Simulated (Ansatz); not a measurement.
An input meant for the cluster CrO₂ (charge 0, singlet).

```yaml
crystal:
  periodic: [false, false, false]
  atoms:
    - {symbol: Cr, position_ang: [0.075227, 0.212602, 0.528560]}
    - {symbol: O, position_ang: [1.185810, 0.298858, -0.601368]}
    - {symbol: O, position_ang: [-1.261037, -0.511460, 0.072818]}
basis:
  gaussian: {orbitals: def2-SVPD}
total_charge: -3
magnetization: {spin_polarized: true, initial_magnetization: 1}
hamiltonian: {xc: {name: RPBE}}
scf: {omitted_lower_state_checks: [starts]}
```

```sh
$ ansatz run in.yaml --threads 4 --pin off --events-out ev --progress --plain --max-ram 3916MiB
```

Shortened log:

```
Functional definition: RPBE
765 factors; their error is unknown
mean field evaluation 1: about -32002.7441 eV, gradient 2.3e2 eV
mean field evaluation 2: about -31979.3235 eV, gradient 2.4e2 eV
mean field evaluation 4: about -32443.6935 eV, gradient 9.3e1 eV
mean field evaluation 8: about -32461.2050 eV, gradient 9.3e1 eV
mean field evaluation 16: about -32497.4550 eV, gradient 1.0e-1 eV
mean field evaluation 32: about -32497.5375 eV, gradient 3.3e-4 eV
mean field evaluation 64: about -32497.5375 eV, gradient 3.7e-6 eV
a density is far from that of the atoms, so the factors are made again for it
865 factors; integrals over basis functions are off by at most 1.4e-4 eV
mean field -32497.53722353 eV, -1194.2624653428 hartree, gradient 9.6e-6 eV, S^2 1.797983; 0 other end points of the search recorded, 0 dependent functions left out
reference -32497.53725063 eV, -1194.2624663388 hartree; 22, 21 occupied and 58, 59 virtual orbitals, 865 factors
Total energy: -32497.53725063 eV, -1194.2624663388 hartree
Checks for a lower state left out: starts
```

(1) Something in this input is off. What?

Results:

(1) The charge is far from what the species holds (-3 typed, 0 meant). The calculation finished and met its thresholds. The result belongs to that input, not to the species as meant. The charge -3 doublet is spin-contaminated (final ⟨S²⟩ up to 1.80, 0.75 for a pure state).
